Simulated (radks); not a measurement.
Q: Ta III, configuration [Xe] 4f14 5d3. Calculated with a radial shooting solver on a logarithmic mesh with Libxc functionals: scalar-relativistic Kohn-Sham, r2SCAN, spin-unpolarised, spherical densities, finite nucleus; meta-GGA in the generalised Kohn-Sham scheme; Fermi nuclear charge, rms radius 5.3507 fm. Some entries of the table are withheld. Estimate them.

orbital,occ.,eigenvalue (eV),<1/r> (bohr^-1)
1s,2,-67453.16,85.40
2s,2,(1),19.97
2p,6,-10189.60,18.15
3s,2,-2685.380,(2)
3p,6,-2255.600,6.844
3d,10,-1753.146,6.462
4s,2,-565.3900,(3)
4p,6,-423.7867,2.849
4d,10,-241.5549,(4)
5s,2,-90.2775,1.206
5p,6,-56.0956,1.013
4f,14,-40.5221,2.003
5d,3,-18.0934,0.6571
6s,0,(5),0.4352
6p,0,-11.9447,0.3408

A: 
(1) 2s eigenvalue (eV): -11627.61
(2) 3s <1/r> (bohr^-1): 7.404
(3) 4s <1/r> (bohr^-1): 3.130
(4) 4d <1/r> (bohr^-1): 2.530
(5) 6s eigenvalue (eV): -17.8252
